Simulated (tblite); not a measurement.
Species: C6H11GaGe.
Atom-mapped SMILES: `[CH:1]#[C:2][GaH:3][C@H:4]([CH:5]=[CH2:6])[CH2:7][GeH3:8]` (hydrogens: H9 on C1; H10 on Ga3; H11 on C4; H12 on C5; H13, H14 on C6; H15, H16 on C7; H17, H18, H19 on Ge8)

Computed with GFN2-xTB (tblite), gas phase: L-BFGS steps from a force-field or distance-geometry start until the largest atomic force falls under 0.01 eV/Å.

Step 16: E = -582.6662 eV
```
atom  x, y, z in Å  |  force x, y, z in eV/Å
C1      1.8217    3.8266   -0.4502   -0.062  -0.040   0.033
C2      0.8995    3.0999   -0.1531    0.013   0.040  -0.131
Ga3    -0.6746    1.9164   -0.3237    0.003  -0.082  -0.059
C4     -0.3530   -0.1405   -0.3564   -0.076   0.036  -0.074
C5     -1.5608   -0.8777    0.1161   -0.038  -0.098   0.025
C6     -2.7979   -0.5468   -0.2156    0.011   0.043  -0.042
C7      0.9309   -0.4682    0.3966   -0.049   0.072   0.018
Ge8     1.5670   -2.3209    0.1174    0.030  -0.185  -0.030
H9      2.6338    4.4728   -0.6448    0.031   0.009   0.058
H10    -2.0355    2.6802   -0.6749    0.078  -0.014   0.105
H11    -0.2039   -0.4070   -1.4118    0.017   0.025  -0.131
H12    -1.3806   -1.7619    0.7183    0.058  -0.032   0.131
H13    -2.9795    0.3324   -0.8255   -0.074  -0.020  -0.018
H14    -3.6527   -1.1289    0.0870    0.017   0.048  -0.006
H15     1.7171    0.2154    0.0609    0.088   0.053   0.039
H16     0.7958   -0.3006    1.4661   -0.020   0.038   0.082
H17     0.4981   -3.2207   -0.4218   -0.017   0.040   0.003
H18     2.0656   -2.9549    1.3785   -0.006   0.017   0.040
H19     2.6991   -2.4063   -0.8557   -0.005   0.050  -0.043
```

Step 17: E = -582.6709 eV
```
atom  x, y, z in Å  |  force x, y, z in eV/Å
C1      1.8208    3.8276   -0.4503   -0.003  -0.002   0.016
C2      0.8953    3.1023   -0.1647   -0.058  -0.044  -0.097
Ga3    -0.6745    1.9074   -0.3226   -0.017   0.031  -0.089
C4     -0.3539   -0.1446   -0.3599   -0.039   0.056  -0.098
C5     -1.5613   -0.8777    0.1180    0.025  -0.085  -0.005
C6     -2.7965   -0.5444   -0.2169    0.006  -0.008  -0.014
C7      0.9286   -0.4644    0.3969   -0.018  -0.038  -0.008
Ge8     1.5652   -2.3216    0.1167    0.048  -0.157  -0.010
H9      2.6355    4.4717   -0.6380    0.040   0.026   0.050
H10    -2.0324    2.6885   -0.6673    0.091  -0.051   0.112
H11    -0.2015   -0.4140   -1.4154   -0.001   0.030  -0.086
H12    -1.3759   -1.7585    0.7247    0.016  -0.022   0.113
H13    -2.9831    0.3320   -0.8280   -0.047  -0.004  -0.032
H14    -3.6469   -1.1295    0.0861   -0.055   0.029   0.015
H15     1.7169    0.2171    0.0646    0.093   0.069   0.017
H16     0.7916   -0.2979    1.4650   -0.031   0.040   0.119
H17     0.4960   -3.2230   -0.4230   -0.005   0.054   0.009
H18     2.0670   -2.9562    1.3787   -0.018   0.027   0.018
H19     2.6994   -2.4057   -0.8569   -0.027   0.050  -0.029
```

Step 18: E = -582.6750 eV
```
atom  x, y, z in Å  |  force x, y, z in eV/Å
C1      1.8199    3.8284   -0.4501    0.044   0.026   0.003
C2      0.8908    3.1039   -0.1768   -0.089  -0.092  -0.077
Ga3    -0.6748    1.9003   -0.3243   -0.023   0.112  -0.104
C4     -0.3552   -0.1473   -0.3646    0.020   0.036  -0.081
C5     -1.5614   -0.8791    0.1195    0.068  -0.049  -0.039
C6     -2.7951   -0.5428   -0.2182   -0.001  -0.057   0.014
C7      0.9266   -0.4616    0.3972    0.024  -0.104  -0.017
Ge8     1.5645   -2.3250    0.1158    0.043  -0.057   0.014
H9      2.6375    4.4711   -0.6310    0.028   0.024   0.050
H10    -2.0285    2.6955   -0.6583    0.084  -0.074   0.112
H11    -0.1994   -0.4195   -1.4203   -0.017   0.032  -0.039
H12    -1.3715   -1.7559    0.7327   -0.023   0.007   0.076
H13    -2.9872    0.3313   -0.8308   -0.011  -0.007  -0.035
H14    -3.6429   -1.1294    0.0855   -0.104   0.015   0.032
H15     1.7183    0.2196    0.0685    0.058   0.046   0.012
H16     0.7874   -0.2948    1.4661   -0.037   0.028   0.086
H17     0.4941   -3.2241   -0.4238   -0.008   0.048   0.007
H18     2.0679   -2.9570    1.3792   -0.021   0.023   0.009
H19     2.6990   -2.4044   -0.8587   -0.035   0.044  -0.023
```

Step 19: E = -582.6787 eV
```
atom  x, y, z in Å  |  force x, y, z in eV/Å
C1      1.8193    3.8291   -0.4494    0.056   0.029  -0.002
C2      0.8863    3.1046   -0.1892   -0.062  -0.089  -0.072
Ga3    -0.6758    1.8962   -0.3297   -0.013   0.137  -0.100
C4     -0.3557   -0.1493   -0.3699    0.070   0.002  -0.035
C5     -1.5607   -0.8813    0.1199    0.074  -0.006  -0.062
C6     -2.7939   -0.5426   -0.2191   -0.007  -0.086   0.028
C7      0.9258   -0.4607    0.3977    0.051  -0.107  -0.013
Ge8     1.5650   -2.3296    0.1153    0.021   0.062   0.034
H9      2.6399    4.4710   -0.6236    0.003   0.012   0.054
H10    -2.0243    2.7018   -0.6475    0.059  -0.083   0.104
H11    -0.1980   -0.4240   -1.4256   -0.022   0.029  -0.003
H12    -1.3676   -1.7533    0.7416   -0.051   0.041   0.029
H13    -2.9910    0.3299   -0.8338    0.026  -0.031  -0.024
H14    -3.6415   -1.1289    0.0854   -0.115   0.012   0.043
H15     1.7205    0.2224    0.0728    0.007  -0.002   0.017
H16     0.7831   -0.2916    1.4681   -0.035   0.003   0.011
H17     0.4927   -3.2241   -0.4242   -0.017   0.032   0.002
H18     2.0684   -2.9578    1.3794   -0.015   0.011   0.014
H19     2.6979   -2.4027   -0.8607   -0.030   0.035  -0.024
```

**Question.** Estimate the geometry and energy of step 20. (The exact step hangs on the optimiser's Hessian estimate; all steps are aligned on step 19, rigid shifts and turns removed.)

**Answer.** E = -582.6823 eV, largest force 0.156 eV/Å
```
atom  x, y, z in Å  |  force x, y, z in eV/Å
C1      1.8189    3.8297   -0.4484    0.037   0.010  -0.001
C2      0.8820    3.1045   -0.2025    0.005  -0.049  -0.076
Ga3    -0.6773    1.8949   -0.3388    0.010   0.106  -0.079
C4     -0.3547   -0.1511   -0.3753    0.088  -0.023   0.017
C5     -1.5589   -0.8836    0.1192    0.046   0.033  -0.065
C6     -2.7929   -0.5441   -0.2195   -0.012  -0.088   0.026
C7      0.9263   -0.4617    0.3982    0.052  -0.058  -0.003
Ge8     1.5661   -2.3336    0.1154   -0.006   0.150   0.041
H9      2.6423    4.4711   -0.6153   -0.020  -0.002   0.059
H10    -2.0201    2.7074   -0.6346    0.017  -0.079   0.088
H11    -0.1972   -0.4277   -1.4309   -0.013   0.022   0.018
H12    -1.3646   -1.7498    0.7509   -0.063   0.071  -0.018
H13    -2.9941    0.3274   -0.8371    0.060  -0.067  -0.006
H14    -3.6427   -1.1281    0.0861   -0.088   0.016   0.049
H15     1.7228    0.2249    0.0778   -0.037  -0.052   0.020
H16     0.7785   -0.2885    1.4701   -0.029  -0.029  -0.068
H17     0.4915   -3.2234   -0.4243   -0.024   0.019  -0.001
H18     2.0685   -2.9585    1.3797   -0.005  -0.003   0.025
H19     2.6960   -2.4005   -0.8630   -0.019   0.026  -0.027
```

The energy changes by -0.0036 eV. The first-order estimate −F·Δx gives -0.0049 eV and the mean of the old and new forces, exact on a quadratic surface, -0.0036 eV. The step makes an angle of 65° with the force vector and moves no atom by more than 0.015 Å.

The cost below is that of the whole relaxation. On an Arm Neoverse N1 with one thread, no GPU, shared host with 64 logical CPUs at a one-minute load of 56, this took 2.4 s of wall time.
